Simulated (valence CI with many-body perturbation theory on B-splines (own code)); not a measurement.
Forbidden lines of Ca¹⁴⁺

Method: valence CI with perturbative core correlation (CI+MBPT): four valence electrons over a frozen Dirac-Fock core [He], a basis of 11 s, 11 p, 9 d, 7 f, 5 g, 2 h, 1 i functions for each j, with the one-electron correlation potential Σ1, the two-electron term Σ2, the three-electron term Σ3, Breit, model QED; selected CI, second order for the rest (own B-spline code, finite nucleus).

No measured spectrum was set against this ion. As an estimate, levels of excited configurations hold to 0.05 to 0.15 % of their energy, terms of the ground configuration to about 0.5 %.

Lines 1 to 15 of 15 in falling wavelength, among levels below 584.29 eV, chosen from the decays that carry over 1 % of a level's rate. Wavelengths and rates use the calculated energies, so an error of 400 cm⁻¹ moves a line at 137.3 nm by 0.55 % and its rate by three times that or more. Electric multipoles are in the length gauge, E1 and E2 with the static RPA response of the core. S is in atomic units (e²a₀⁴ for E2 and M2, e²a₀⁶ for E3), for M1 in squared Bohr magnetons. Weak lines are less certain than strong ones. Lines between different terms over intervals too small for the method are left out, as are lines whose strength nearly cancels.

Names give the largest LS component (configuration and term), which can be under half, so a name can repeat, a term be missing and a line seem to break the LS rules; names also repeat where a configuration has a term twice. Letters in brackets count levels of one name in rising energy.

```csv
λ vac (nm),Upper,Lower,Type,A (s⁻¹),S (a.u.)
569.7,2s2 2p2 3P_1,2s2 2p2 3P_0,M1,9.46e+01,1.95e+00
544.6,2s2 2p2 3P_2,2s2 2p2 3P_1,M1,7.92e+01,2.37e+00
137.3,2s2 2p2 1D_2,2s2 2p2 3P_2,M1,8.21e+02,3.94e-01
109.7,2s2 2p2 1D_2,2s2 2p2 3P_1,M1,5.63e+02,1.38e-01
55.46,2s2 2p2 1S_0,2s2 2p2 3P_1,M1,9.35e+03,5.92e-02
2.621,2s2 2p 3d 3F°_4,2s 2p3 3P°_2,E2,1.10e+07,1.09e-03
2.441,2s2 2p 3p 3D_1 [a],2s2 2p2 1D_2,E2,2.24e+08,5.19e-03
2.388,2s2 2p 3p 3D_1 [a],2s2 2p2 3P_1,E2,1.83e+08,3.80e-03
2.385,2s2 2p 3p 3D_2,2s2 2p2 3P_2,E2,2.04e+08,7.01e-03
2.375,2s 2p2 3p 5D°_0,2s 2p3 5S°_2,E2,3.32e+08,2.24e-03
2.370,2s2 2p 3p 3D_3,2s2 2p2 3P_2,E2,2.87e+08,1.34e-02
2.369,2s 2p2 3p 5D°_2,2s 2p3 5S°_2,E2,3.06e+08,1.02e-02
2.362,2s 2p2 3p 5D°_3,2s 2p3 5S°_2,E2,3.13e+08,1.44e-02
2.353,2s 2p2 3p 5D°_4,2s 2p3 5S°_2,E2,3.36e+08,1.95e-02
2.351,2s2 2p 3p 1S_0,2s2 2p2 1D_2,E2,9.39e+08,6.03e-03
```
